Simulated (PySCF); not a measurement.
Species: CH₆AsBO.
Atom-mapped SMILES: `[CH3:1][O:2][BH:3][AsH2:4]` (hydrogens: H5, H6, H7 on C1; H8 on B3; H9, H10 on As4)

Computed, not measured: PySCF, PBE0-D3(BJ)/def2-SVP geometry optimisation, gas phase.

(1) List the bond lengths, angles and torsions at this level.

Results:

(1) 
| bond | length (bohr) |
| --- | --- |
| C1–O2 | 2.662 |
| O2–B3 | 2.531 |
| B3–As4 | 3.841 |
| C1–H5, C1–H6, C1–H7 | 2.080 |
| B3–H8 | 2.299 |
| As4–H9, As4–H10 | 2.874 |

Bonds in one row agree within 0.02 bohr and their mean is given. A selection of angles:
| angle | degrees |
| --- | --- |
| O2–C1–H5 | 109.2 |
| O2–C1–H7 | 111.5 |
| H5–C1–H6 | 108.3 |
| H5–C1–H7 | 109.3 |
| C1–O2–B3 | 123.1 |
| O2–B3–As4 | 119.2 |
| O2–B3–H8 | 120.5 |
| As4–B3–H8 | 120.1 |
| B3–As4–H9 | 94.4 |
| B3–As4–H10 | 96.2 |
| H9–As4–H10 | 94.8 |

Torsions: C1–O2–B3–As4 -175° (antiperiplanar). The mirror-image conformer, all signs reversed, is as good.

Of the pairs four or more bonds apart, H7···H8 is among the closest relative to their van der Waals radii: 2.33 Å, 97 % of the sum of Bondi's values. As4 (arsenic bonded to B and 2 H) is pyramidal (angles 96.2°, 94.8° and 94.4°, sum 285.4°, 0.86 Å off the plane of its three neighbours). B3 (three-coordinate boron) is planar (angles 120.5°, 120.1° and 119.2°, sum 359.8°, 0.04 Å off the plane of its three neighbours).

Not checked by PBE0-D3(BJ)/def2-SVP frequencies. The numbers are those of one conformer (C1–O2–B3–As4 -175°, O2–B3–As4–H -135° and -40°).

Hardware: Intel Xeon Platinum 8259CL at 2.50 GHz, one thread, shared host with 96 logical CPUs at a one-minute load of 45. Cost: 30 s of wall time, 0.43 GiB resident at most. That covers the optimisation of the geometry.
